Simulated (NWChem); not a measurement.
Total energies of disulfane (H$_{2}$S$_{2}$)

```xyz
4

S      0.9155     0.4855     0.0553
S     -0.9155    -0.4855     0.0553
H      1.5366    -0.2680    -0.8848
H     -1.5366     0.2680    -0.8848
```
Charge 0, spin multiplicity 1.

The numbers come from NWChem runs, not from measurements. The geometry was optimised at PBE0/def2-SVP, a minimum by its harmonic frequencies. It is one conformer; others weren't searched.

Basis set: 6-31G* (40 functions).

```
method   total energy (Ha)
-------  -----------------
RHF             -796.17029
MP2             -796.40539
B2PLYP          -797.23471
PBE             -797.18356
B3LYP           -797.56562
r2SCAN          -797.47369
CCSD(T)         -796.44821
```

Total energies of different functionals aren't comparable as a measure of quality: only differences taken within one method are. 

The correlated methods keep 10 core orbitals frozen. B3LYP has NWChem's definition, with VWN1-RPA local correlation. The Pople sets run with spherical d functions. No row is a measurement; the coupled-cluster row has its own basis-set and correlation limits.
